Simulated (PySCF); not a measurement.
Isomers of C7H8NPS.

All values: PBE0/pcSseg-1 (PySCF) at GFN2-xTB geometries, gas phase, one conformer each.

(1) Rank by the highest Hirshfeld charge on any atom, lowest value first.
A. `[CH2:1]=[CH:2][c:3]1[n:4][c:5]([S:6][CH3:7])[cH:8][cH:9][p:10]1` with C1–C2–C3–N4 0°, N4–C5–S6–C7 0°
B. `C#Cc1pcsc1N(C)C`
C. `[CH2:1]=[CH:2][P@H:3](=[S:4])[c:5]1[cH:6][cH:7][cH:8][cH:9][n:10]1` with C1–C2–P3–S4 1°, C2–P3–C5–C6 122°
D. `[CH2:1]=[CH:2][c:3]1[cH:4][p:5][cH:6][c:7]([S:8][CH3:9])[n:10]1` with C1–C2–C3–C4 180°, C6–C7–S8–C9 180°

(2) Rank by LUMO energy, lowest first.
A. `C#Cc1pcc(N(C)C)s1`
B. `[CH2:1]=[CH:2][c:3]1[n:4][c:5]([S:6][CH3:7])[cH:8][cH:9][p:10]1` with C1–C2–C3–N4 0°, N4–C5–S6–C7 0°
C. `[CH2:1]=[CH:2][c:3]1[cH:4][p:5][cH:6][c:7]([S:8][CH3:9])[n:10]1` with C1–C2–C3–C4 180°, C6–C7–S8–C9 180°
D. `C#Cc1pcsc1N(C)C`

## Answers

(1) A (+0.064 e), B (+0.115 e), D (+0.134 e), C (+0.307 e).

(2) C (-2.21 eV), B (-1.95 eV), A (-1.56 eV), D (-1.13 eV).

All values together:

```csv
SMILES,μ (D),HOMO (eV),LUMO (eV),lowest IAO charge (e),highest IAO charge (e),lowest Hirshfeld charge (e),highest Hirshfeld charge (e)
C#Cc1pcc(N(C)C)s1,4.38,-5.66,-1.56,-0.488 (C),+0.395 (P),-0.173 (C),+0.115 (S)
C#Cc1pcsc1N(C)C,3.35,-5.86,-1.13,-0.596 (C),+0.389 (P),-0.160 (C),+0.115 (S)
C=C[P@H](=S)c1ccccn1,4.41,-6.70,-1.56,-0.604 (S),+0.964 (P),-0.302 (S),+0.307 (P)
C=Cc1cpcc(SC)n1,1.58,-6.50,-2.21,-0.496 (C),+0.445 (P),-0.131 (N),+0.134 (P)
C=Cc1nc(SC)ccp1,0.91,-6.30,-1.95,-0.496 (C),+0.287 (P),-0.128 (N),+0.064 (P)
```

Conformers: `[CH2:1]=[CH:2][P@H:3](=[S:4])[c:5]1[cH:6][cH:7][cH:8][cH:9][n:10]1` with C1–C2–P3–S4 1°, C2–P3–C5–C6 122°; `[CH2:1]=[CH:2][c:3]1[cH:4][p:5][cH:6][c:7]([S:8][CH3:9])[n:10]1` with C1–C2–C3–C4 180°, C6–C7–S8–C9 180°; `[CH2:1]=[CH:2][c:3]1[n:4][c:5]([S:6][CH3:7])[cH:8][cH:9][p:10]1` with C1–C2–C3–N4 0°, N4–C5–S6–C7 0°.
